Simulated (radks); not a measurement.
Q: Coherent X-ray form factor from a spherical all-electron density. All-electron calculation, scalar-relativistic Kohn-Sham, r2SCAN, spin-polarised, spherical densities, finite nucleus; meta-GGA in the generalised Kohn-Sham scheme; Fermi nuclear charge, rms radius of each element as measured or else 0.836 A^(1/3) + 0.57 fm. Program: a radial shooting solver on a logarithmic mesh with Libxc functionals.

| sin(theta)/lambda (1/angstrom) | f0 (electrons) |
|---|---|
| 0.05 | 12.450 |
| 0.1 | 11.252 |
| 0.15 | 10.073 |
| 0.2 | 9.158 |
| 0.25 | 8.455 |
| 0.3 | 7.860 |
| 0.4 | 6.755 |
| 0.5 | 5.685 |
| 0.6 | 4.710 |
| 0.8 | 3.225 |
| 1 | 2.337 |
| 1.25 | 1.764 |
| 1.5 | 1.484 |
| 2 | 1.195 |

The species is in the configuration that NIST lists as its ground one. Which atom or ion scatters so?

A: Neutral aluminium, [Ne] 3s2 3p1. Extrapolating in s^2 from the first two rows gives f0(0) = 12.8, near the electron count 13; among species with that count, the fall with angle is slower the higher Z, and the table is that of Z = 13; from so few rows the species is fixed only to a neighbour or two.
